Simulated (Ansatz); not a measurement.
In5As6H18⁺, a cluster cut from wurtzite InAs (hydrogen-capped). Total charge 1; triplet. Geometry r2SCAN-D4/def2-SVP, that of the charge +1 singlet; atoms count from 1.

```csv
atom,x (Å),y (Å),z (Å)
As1,-0.8300,-1.4449,2.4855
In2,-1.8277,0.9954,1.8059
In3,2.6176,1.5566,2.1695
As4,0.2864,2.3231,1.0146
As5,-2.9432,0.1297,-0.5218
In6,0.0725,3.4503,-1.4428
In7,1.0067,-2.8105,1.0804
As8,2.8008,-0.8739,0.8081
As9,-0.2516,-2.8385,-1.3102
In10,-1.5835,-0.8780,-2.6072
As11,0.2313,1.0432,-2.8484
H12,-0.2515,-1.3270,3.8749
H13,-1.9594,-2.3884,2.8282
H14,-3.0199,1.5211,2.9190
H15,2.2323,0.9468,3.7295
H16,3.8768,2.5100,1.5150
H17,0.0259,3.5639,1.8491
H18,-4.1050,-0.7905,-0.2275
H19,-3.7457,1.2736,-1.0931
H20,-1.5931,3.7869,-1.7013
H21,1.5419,4.2504,-1.7943
H22,1.4188,-4.3703,1.6515
H23,4.1082,-1.5798,1.0818
H24,2.9832,-0.7499,-0.6878
H25,-1.1794,-4.0313,-1.2835
H26,0.7379,-3.4043,-2.3016
H27,-2.5047,-1.4429,-3.9342
H28,1.5524,0.3193,-2.7175
H29,0.3022,1.2599,-4.3418
```

In the def2 sets In takes a core potential; there is no spin–orbit coupling. Single mean-field runs in def2-TZVP are fitted with def2-universal-jkfit. At PBE0-D4/def2-TZVP a singlet of charge 1 lies 4.41 eV below the triplet at the same geometry.

Problem. Estimate the Mulliken populations from the PBE0/def2-TZVP orbitals of Ansatz.

Solution. 
| atom | charge (e) | spin (α − β) |
| --- | --- | --- |
| As1 | -0.41 | 0.05 |
| In2 | 0.45 | 0.21 |
| In3 | 0.27 | 0.34 |
| As4 | -0.34 | 0.71 |
| As5 | -0.41 | 0.05 |
| In6 | 0.27 | 0.34 |
| In7 | 0.57 | 0.01 |
| As8 | -0.39 | -0.01 |
| As9 | -0.42 | 0.00 |
| In10 | 0.57 | 0.01 |
| As11 | -0.39 | -0.01 |
| H12 | 0.13 | 0.00 |
| H13 | 0.12 | 0.01 |
| H14 | -0.05 | 0.09 |
| H15 | -0.03 | 0.09 |
| H16 | -0.03 | 0.02 |
| H17 | 0.17 | -0.05 |
| H18 | 0.12 | 0.01 |
| H19 | 0.13 | 0.00 |
| H20 | -0.03 | 0.09 |
| H21 | -0.03 | 0.02 |
| H22 | -0.02 | 0.00 |
| H23 | 0.14 | 0.00 |
| H24 | 0.10 | 0.00 |
| H25 | 0.13 | 0.00 |
| H26 | 0.13 | 0.00 |
| H27 | -0.02 | 0.00 |
| H28 | 0.10 | 0.00 |
| H29 | 0.14 | 0.00 |
Mulliken values depend strongly on the basis.

Problem. Where does the spin sit?

Solution. Summed by element: As 0.79, In 0.90, H 0.31, of 2 unpaired in all. Largest on single atoms: As4 0.71, In3 0.34, In6 0.34.

Problem. And the Mayer bond orders between heavy atoms (over 0.3)?

Solution. As1–In2 0.56 (2.72 Å); As1–In7 0.65 (2.69 Å); In2–As4 0.63 (2.62 Å); In2–As5 0.56 (2.72 Å); In3–As4 0.48 (2.71 Å); In3–As8 0.49 (2.79 Å); As4–In6 0.48 (2.71 Å); As5–In10 0.65 (2.69 Å); In6–As11 0.49 (2.79 Å); In7–As8 0.69 (2.65 Å); In7–As9 0.60 (2.70 Å); As9–In10 0.60 (2.70 Å); In10–As11 0.69 (2.65 Å).
